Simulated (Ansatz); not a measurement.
Geometry optimisation, Ansatz, RKS BLYP-D4/def2-SVP.

input.yaml

```yaml
crystal:
  periodic: [false, false, false]
  atoms:
    - { symbol: O, position_ang: [-0.94725, 1.36206, 0.53981] }
    - { symbol: Zr, position_ang: [0.23422, 0.41025, -0.51789] }
    - { symbol: O, position_ang: [1.66897, -0.26861, 0.42977] }
    - { symbol: S, position_ang: [-1.02825, -1.65862, -0.90329] }
    - { symbol: Cl, position_ang: [0.64318, 1.20514, -2.61486] }
    - { symbol: H, position_ang: [-1.21045, 1.58659, 1.43751] }
    - { symbol: H, position_ang: [1.90168, -0.74969, 1.23062] }
    - { symbol: H, position_ang: [-1.26209, -1.88712, 0.39834] }
basis:
  gaussian: { orbitals: def2-SVP }
hamiltonian:
  xc: blyp
  dispersion: d4
relax:
  f_tol: 0.015
  max_steps: 40
```

Command:

```bash
$ ansatz run input.yaml --threads 2 --pin off --max-ram 3072MiB --backend cpu --events-out ev --progress --plain --runs-dir out
```

Task: Where does it end, and by what steps?

Result: The forces met the threshold. After 21 steps the energy has fallen by 0.639 eV; H8 moved furthest, 1.42 Å.

| step | energy less start (eV) | largest force component (eV/Å) | accepted |
| --- | --- | --- | --- |
| 0 | 0.0000 | 2.134 | yes |
| 1 | -0.4722 | 0.658 | yes |
| 2 | -0.5053 | 0.312 | yes |
| 3 | -0.5237 | 0.229 | yes |
| 4 | -0.5492 | 0.242 | yes |
| 5 | -0.5697 | 0.333 | yes |
| 6 | -0.5828 | 0.095 | yes |
| 7 | -0.5851 | 0.245 | yes |
| 8 | -0.5974 | 0.083 | yes |
| 9 | -0.5978 | 0.483 | yes |
| 10 | -0.6079 | 0.239 | yes |
| 11 | -0.6188 | 0.077 | yes |
| 12 | -0.6127 | 0.723 | no |
| 13 | -0.6246 | 0.052 | yes |
| 14 | -0.6298 | 0.242 | yes |
| 15 | -0.6323 | 0.184 | yes |
| 16 | -0.6347 | 0.165 | yes |
| 17 | -0.6342 | 0.275 | no |
| 18 | -0.6376 | 0.063 | yes |
| 19 | -0.6379 | 0.129 | yes |
| 20 | -0.6389 | 0.024 | yes |
| 21 | -0.6390 | 0.015 | yes |

```xyz
8
Properties=species:S:1:pos:R:3
O -0.922 1.250 0.808
Zr 0.199 0.091 -0.243
O 1.915 -0.303 0.524
S -0.927 -2.113 -0.429
Cl 0.457 1.072 -2.412
H -1.347 1.864 1.424
H 2.767 -0.332 0.985
H -2.141 -1.527 -0.656
```

Whether the end is a true minimum wasn't checked by a vibrational analysis.

Run time: 64 s on 2 threads of Arm Neoverse V1 (shared host), peak memory 0.16 GiB.
